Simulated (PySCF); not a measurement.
## How exact exchange moves a shielding

Molecule: SMILES F[SiH2]/C=C/[SiH3], C2H7FSi2.

Cartesian coordinates in Å; atom numbers follow the order of the lines, from 1:
```xyz
12

F     2.553   -0.695    1.057
Si    2.274    0.330   -0.180
C     0.431    0.385   -0.430
C    -0.404   -0.331    0.344
Si   -2.270   -0.330    0.162
H     2.984   -0.193   -1.382
H     2.825    1.665    0.188
H     0.017    1.018   -1.229
H     0.042   -0.952    1.135
H    -2.635    0.535   -1.002
H    -2.780   -1.717   -0.064
H    -2.920    0.201    1.400
```

GIAO shieldings (ppm, equivalent atoms averaged) in PySCF 2.14 on the PBE0-D3(BJ)/def2-SVP geometry, basis pcSseg-2, gas phase, non-relativistic:

```csv
functional,exact exchange (%),σ(F1),σ(Si2),σ(Si5),σ(C3)
BLYP,0,388.5,332.0,381.5,15.7
BP86,0,391.0,337.9,391.0,19.9
PBE,0,390.6,338.2,392.7,19.3
B3LYP,20,395.7,345.9,392.9,18.8
PBE0,25,399.1,356.3,406.7,23.3
BHandHLYP,50,404.0,367.7,410.0,24.0
HF,100,414.5,408.4,442.1,34.7
```

(1) Fit each shielding as a line in the percentage of exact exchange.

(2) What does the line predict for mPW1PW91 (25 %), and what does the run give?

## Answers

(1) σ(F1) = 390.7 + 0.25 x (rms 1.3 ppm); σ(Si2) = 335.3 + 0.72 x (rms 3.0 ppm); σ(Si5) = 387.7 + 0.53 x (rms 4.7 ppm); σ(C3) = 17.8 + 0.16 x (rms 1.8 ppm). The functionals also differ in their semilocal parts, which the line can't hold; Hartree–Fock has no correlation at all.

(2) σ(F1): 396.9 predicted, 398.9 computed; σ(Si2): 353.3 predicted, 355.8 computed; σ(Si5): 400.9 predicted, 405.0 computed; σ(C3): 21.8 predicted, 22.9 computed ppm.
